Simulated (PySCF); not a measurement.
# CH8ClNSi2

CH8ClNSi2 is a small molecule, neutral, singlet. The structure, one conformer, was relaxed in the gas phase by PBE0-D3(BJ)/def2-SVP. No frequency run checks that it is a minimum.

SMILES: C[Si](N)([SiH3])Cl

```csv
atom,x (Å),y (Å),z (Å)
Si1,0.191,-0.489,-0.336
Si2,0.626,0.987,1.424
C3,-1.497,-1.283,-0.300
N4,0.379,0.359,-1.824
Cl5,1.594,-2.042,-0.083
H6,1.969,1.619,1.234
H7,-0.404,2.072,1.484
H8,0.622,0.251,2.726
H9,-1.622,-1.965,-1.156
H10,-1.629,-1.871,0.621
H11,-2.283,-0.514,-0.349
H12,1.210,0.922,-1.971
H13,0.102,-0.094,-2.689
```

Shieldings: GIAO PBE0/pcSseg-1. Shifts are against computed references at the same level: C TMS (σ 184.4 ppm), H TMS (σ 31.27 ppm), Si TMS (σ 352.0 ppm). Core levels by delta-SCF with SCAN, pcX-2 on the ionised atom and pcseg-1 elsewhere, spin-free X2C (2p3/2 is the spin-free 2p value less a third of a first-order spin-orbit splitting); from the vacuum level, for chosen atoms.

Give the NMR and core-level values of the distinct atoms.


```json
{"atoms": "Si1", "bonded to": "1 C + 1 Cl + 1 N + 1 Si", "σ (ppm)": "335.5", "δ (ppm)": "16.5", "core level (eV)": "2p3/2 107.24"}
{"atoms": "Si2", "bonded to": "1 Si + 3 H", "σ (ppm)": "457.1", "δ (ppm)": "-105.1", "core level (eV)": "2p3/2 106.50"}
{"atoms": "C3", "bonded to": "1 Si + 3 H", "σ (ppm)": "180.1", "δ (ppm)": "4.3", "core level (eV)": "1s 290.41"}
{"atoms": "N4", "bonded to": "1 Si + 2 H", "σ (ppm)": "222.1", "δ (ppm)": "-", "core level (eV)": "1s 404.91"}
{"atoms": "Cl5", "bonded to": "1 Si", "σ (ppm)": "843.4", "δ (ppm)": "-", "core level (eV)": "2p3/2 205.19"}
{"atoms": "H6 H7 H8", "bonded to": "1 Si", "σ (ppm)": "27.81", "δ (ppm)": "3.46", "core level (eV)": "-"}
{"atoms": "H9 H10 H11", "bonded to": "1 C", "σ (ppm)": "30.74", "δ (ppm)": "0.53", "core level (eV)": "-"}
{"atoms": "H12", "bonded to": "1 N", "σ (ppm)": "30.23", "δ (ppm)": "1.03", "core level (eV)": "-"}
{"atoms": "H13", "bonded to": "1 N", "σ (ppm)": "30.15", "δ (ppm)": "1.12", "core level (eV)": "-"}
```

Values are those of this one static structure, with the three H of a rotating XH3 group averaged; atoms that internal rotation interchanges would show their mean in an NMR spectrum.

Which of Si1, Si2 holds its core electrons tightest, and by how much against the loosest?

Si1 (bonded to 1 C + 1 Cl + 1 N + 1 Si), by 0.74 eV over Si2 (bonded to 1 Si + 3 H).

By CAM-B3LYP/def2-SVPD (TDDFT singlets, Tamm-Dancoff triplets, ionisation by delta-SCF), where does absorption start, and what does vertical ionisation take?

The lowest singlet lies at 6.79 eV (f 0.023), the strongest of the first 6 at 7.41 eV (f 0.107), the lowest triplet at 6.20 eV; vertical ionisation takes 9.85 eV.

The 3 runs behind this took 7.6 min in all, one thread each of Arm Neoverse N1 on a shared host, launched as `OMP_NUM_THREADS=1 python cluster_run.py task.json out`.
